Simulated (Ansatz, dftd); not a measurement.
Reaction: SiNH4F (SMILES N[SiH2]F) → SiNH4 (SMILES N[SiH2], doublet) + F (doublet) (the F-Si bond breaks)
Each species at its own B3LYP-D3(BJ)/def2-TZVP minimum (Ansatz, a first-principles code), one conformer.

Wanted: bond dissociation energy (electronic), in kcal/mol. Open shells are spin-unrestricted; no spin-orbit coupling. Correlated methods leave the cores frozen. Rows without X2C or -DK are non-relativistic. CBS(X,Y): correlation extrapolated as X^-3, Hartree-Fock from the larger set. A bracket is a step between two methods taken in the basis named. The functionals are non-relativistic, so their misses hold any scalar relativity. '+ core + X2C': CCSD(T) terms for core correlation (cc-pwCVTZ, 1s frozen past Ne) and scalar relativity (cc-pVTZ-DK).

```json
[
 {"level": "PBE0-D4/def2-TZVPD", "program": "Ansatz + dftd4", "bond dissociation energy (kcal/mol)": "152.9", "difference against the last row": "-9.0"},
 {"level": "PBE0/def2-TZVPD", "program": "Ansatz", "bond dissociation energy (kcal/mol)": "152.6", "difference against the last row": "-9.3"},
 {"level": "CCSD/cc-pV(Q+d)Z", "program": "Ansatz", "bond dissociation energy (kcal/mol)": "157.8", "difference against the last row": "-4.1"},
 {"level": "CCSD(T)/cc-pV(D+d)Z", "program": "Ansatz", "bond dissociation energy (kcal/mol)": "143.2", "difference against the last row": "-18.7"},
 {"level": "CCSDT(Q)/cc-pV(D+d)Z", "program": "Ansatz", "bond dissociation energy (kcal/mol)": "143.3", "difference against the last row": "-18.6"},
 {"level": "CCSD(T)/CBS(cc-pV(T+d)Z,cc-pV(Q+d)Z) + [CCSDT(Q) - CCSD(T)]/cc-pV(D+d)Z + core + X2C", "program": "Ansatz", "bond dissociation energy (kcal/mol)": "161.9", "difference against the last row": "0.0"}
]
```
